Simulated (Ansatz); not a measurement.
Total energies of In7As6H20⁻, a cluster cut from zinc blende InAs (hydrogen-capped) from Ansatz at PBE0-D4/def2-SVP, gas phase (1 Eh = 27.2114 eV = 2625.5 kJ/mol). The reference geometry is relaxed at PBE-D4/def2-SVP.

Cartesian coordinates in Å:
```
In 3.659 0.911 1.957
In -2.312 -3.277 -2.912
In 1.354 0.268 -2.270
In 0.612 -2.177 1.087
In -0.543 1.110 3.842
In -2.270 1.043 -0.250
In 0.782 4.128 0.621
As -0.270 -3.553 -1.145
As 2.449 -0.613 0.036
As 1.455 2.348 2.523
As -2.841 -0.676 -2.340
As -0.107 2.244 -1.150
As -1.306 -0.451 1.727
H 4.851 1.910 1.149
H 4.048 -0.187 3.268
H -3.650 -4.200 -2.259
H -1.690 -3.395 -4.538
H 2.559 0.890 -3.375
H 0.190 -0.974 -2.756
H 0.931 -3.425 2.272
H 0.105 0.026 5.057
H -1.860 2.225 4.145
H -3.787 1.849 0.080
H 2.217 4.854 -0.076
H -0.634 5.050 1.093
H 0.979 -3.752 -2.003
H -0.359 -5.018 -0.694
H 3.467 -1.674 -0.404
H 1.983 3.279 3.624
H -2.460 0.097 -3.602
H -4.357 -0.545 -2.554
H -0.711 2.999 -2.342
H -2.486 -1.313 2.189
```

| state | geometry | energy (Eh) |
| --- | --- | --- |
| charge -1 singlet | reference | -14755.25576 |
| charge 0 doublet | reference | -14755.06474 |
| charge 0 doublet | relaxed at PBE-D4/def2-SVP | -14755.09154 |

In the def2 sets In takes a core potential; there is no spin–orbit coupling. Single mean-field runs in def2-SVP are fitted with def2-universal-jkfit.

(1) Work out the vertical ionisation energy to the doublet.

(2) How much does the charge 0 doublet relax, and what is the adiabatic ionisation energy?

(1) E(charge 0 doublet) − E(charge -1 singlet) = -14755.06474 − (-14755.25576) = 0.19102 Eh = 5.20 eV. For comparison, −ε of the highest occupied level is 4.03 eV at this level, 1.17 eV less.

(2) Relaxation: -14755.06474 − (-14755.09154) = 0.02680 Eh = 0.73 eV. Adiabatic ionisation energy: 0.16422 Eh = 4.47 eV, without zero-point energy.
